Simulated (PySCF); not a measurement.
**Stationary points of TaS₂**

All numbers come from PBE0 in PySCF with Ta def2-SVP with ECP60, S def2-SVP; scalar-relativistic core potentials, no spin–orbit coupling; density-fitted integrals.

Relaxations began from a few typed shapes; open shells are unrestricted. The search is not exhaustive: other isomers or separated fragments can lie lower, and high-lying points may rest on an excited occupation.

Order these stationary points by electronic energy, lowest first, in kJ/mol from the lowest minimum.
A. doublet (⟨S²⟩ 1.34) C2v: S–S 2.092 Å, Ta–S 2.319 Å (×2); S–S–Ta 63.2° (×2), S–Ta–S 53.6°
B. doublet C2v: Ta–S 2.152 Å (×2); S–Ta–S 107.1°
C. doublet D∞h: Ta–S 2.228 Å (×2); S–Ta–S 180.0°

B (0.0), C (227.4), A (265.7).

Which of them are minima?

By energy in kJ/mol, 0.0: minimum; 227.4: saddle point, 2 imaginary modes; 265.7: minimum.

Formally Ta is in oxidation state +4, d1, with 1 unpaired electron. The Mulliken spin on Ta is 1.28. The polar-tensor charge on Ta, 1.09, is far below the formal one.

For the lowest minimum: open d and f shells are described by one determinant, and the ground state may have another occupation or spin. No spin–orbit coupling is included, which matters more the heavier the element.

The electron or spin density has lower symmetry than the nuclear frame for the doublet D∞h at 227.4 kJ/mol, doublet (⟨S²⟩ 1.34) C2v at 265.7 kJ/mol.
